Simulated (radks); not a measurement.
Results of a calculation; reference values are marked as such.
Coulomb parameter of the 3d shell of the manganese ion Mn3+ in the model configuration [Ar] 3d3 4p1, as a second difference U = [E(n + 0.25) + E(n - 0.25) - 2 E(n)] / (0.25)^2 with all orbitals relaxed. "Bare": the charge of the atom changes with n. "Screened": the 4p shell takes up the change at fixed total charge, which measures U(3d,3d) + U(4p,4p) - 2 U(3d,4p). Code: a radial shooting solver on a logarithmic mesh with Libxc functionals. Model: scalar-relativistic Kohn-Sham, PBE, spin-unpolarised, spherical densities, point nucleus.

case                 configuration  E - E(n) (eV)
start                 [Ar] 3d3 4p1          0.000
bare +0.25         [Ar] 3d3.25 4p1        -11.765
bare -0.25         [Ar] 3d2.75 4p1         12.972
screened +0.25  [Ar] 3d3.25 4p0.75         -5.615
screened -0.25  [Ar] 3d2.75 4p1.25          5.979

U(bare) = 19.325 eV, U(screened by 4p) = 5.823 eV, against the Slater integral F0(3d,3d) = 25.396 eV with frozen orbitals.
